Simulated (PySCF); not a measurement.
BiF3, SMILES [F][Bi]([F])[F].

Geometry optimised at PBE-D3(BJ)/def2-SVP. The isomer is the one that the SMILES or the coordinates give; other isomers of the formula were not compared. The def2 effective core potentials stand for the cores of Bi; spin–orbit coupling is left out.

These are PySCF 2.14.0 with PBE-D3(BJ)/def2-SVP values and carry that method's errors.

Frequencies are harmonic and unscaled.

Modes within 1.5 cm⁻¹ of each other (mostly degenerate sets) share a row, with their intensities summed.

| mode | ν (cm⁻¹) | IR (km/mol) | moving atoms (share of kinetic energy) |
|---|---|---|---|
| 1–2 | 157 | 9.1 | F 96 % |
| 3 | 177 | 17.1 | F 86 %, Bi 14 % |
| 4–5 | 572 | 126.5 | F 90 %, Bi 10 % |
| 6 | 582 | 31.4 | F 92 % |
